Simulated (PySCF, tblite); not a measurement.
What does the GFN2-xTB structure of `CC1=CC[P@](C)(=N)C1` look like in three dimensions?

```
atom  x, y, z in Å
C1     2.5108   -0.8810   -0.2860
C2     1.2622   -0.1286    0.0346
C3     0.9779    1.1055   -0.3670
C4    -0.3344    1.6758    0.0597
P5    -1.3420    0.1634    0.4896
C6    -1.8790   -0.4914   -1.1151
N7    -2.5931    0.1885    1.4142
C8     0.2140   -0.7919    0.8777
H9     2.2715   -1.7965   -0.8275
H10    3.0271   -1.1662    0.6309
H11    3.1817   -0.2791   -0.8942
H12    1.6462    1.6957   -0.9755
H13   -0.8144    2.2858   -0.7089
H14   -0.2335    2.2945    0.9590
H15   -1.0493   -0.5335   -1.8176
H16   -2.2921   -1.4843   -0.9493
H17   -2.6668    0.1562   -1.4943
H18   -2.4313    0.5375    2.3490
H19    0.4315   -0.6800    1.9460
H20    0.1079   -1.8594    0.6715
```

Orientation and origin are arbitrary. Atoms count from 1 in this order. The 3 C–P bonds span 1.814 Å (P5–C6, drawn single) to 1.867 Å (C4–P5, drawn single), a spread of 0.053 Å. The 5-membered ring C2–C3–C4–P5–C8 has internal angles of 90.7° to 117.2° (sum 531°, against 540° for a flat polygon); it is puckered, 0.16 Å rms from its mean plane, widest ring torsion 27°. P5 (phosphorus bonded to 3 C and N) has angles from 90.7° to 123.9°. Of the pairs four or more bonds apart, C3···H15 is among the closest relative to their van der Waals radii: 2.98 Å, 103 % of the sum of Bondi's values.

Bonds between heavy atoms (Å): C1–C2 1.493, C2=C3 1.329, C3–C4 1.493, C4–P5 1.867, P5–C6 1.814, P5=N7 1.556, P5–C8 1.867, C2–C8 1.500.

Computed geometry: GFN2-xTB, gas phase.

Point group: C1 (no symmetry element, even within 0.4 Å). Its GFN2-xTB frequencies are all real (lowest 73 cm⁻¹). One conformer, not necessarily the lowest (C2–C3–C4–P5 -20°, C3–C4–P5–C6 -79°, C4–P5–C8–C2 -27°, C1–C2–C8–P5 -159°). 3 starts were optimised and ended at 0.00, 0.76 and 0.76 kcal/mol (GFN2-xTB); the lowest of these is shown.
